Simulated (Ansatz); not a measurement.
Molecule: sum formula H$_{7}$Si$_{3}$NOClF (charge 0, singlet). 
Geometry from a B3LYP-D3(BJ)/def2-TZVP (Ansatz, an electronic-structure program) optimisation:
SMILES: O([Si](N[SiH3])(F)Cl)[SiH3]
```xyz
14

F      0.0093     1.3581     1.2803
Si     0.0157     0.1710     0.2221
Cl     0.0844     1.1138    -1.6017
N     -1.3581    -0.7968     0.4035
Si    -3.0316    -0.3271     0.3315
O      1.3328    -0.7337     0.4216
Si     2.9313    -0.8843     0.0369
H     -1.1598    -1.7819     0.5143
H     -3.7387    -0.7129     1.5742
H     -3.7204    -0.9734    -0.8097
H     -3.0517     1.1403     0.1681
H      3.6290     0.3981     0.2678
H      3.4923    -1.9355     0.9092
H      3.0609    -1.2797    -1.3814
```

Property: atomisation energy (electronic, to ground-state atoms), in kcal/mol. Cores are frozen in the correlated levels unless marked. UHF or UKS for open shells. Spin-orbit coupling is left out. No relativistic terms. The coupled-cluster limit lacks core correlation, which all-electron functionals hold. CBS(X,Y): correlation extrapolated as X^-3; Hartree-Fock from the larger set.

| level | program | atomisation energy (kcal/mol) |
|---|---|---|
| HF/6-31G | Ansatz | 689.6 |

Problem. Predict the CCSD(T)/CBS(cc-pV(T+d)Z,cc-pV(Q+d)Z) result (Ansatz).

Solution. 1211.0 kcal/mol
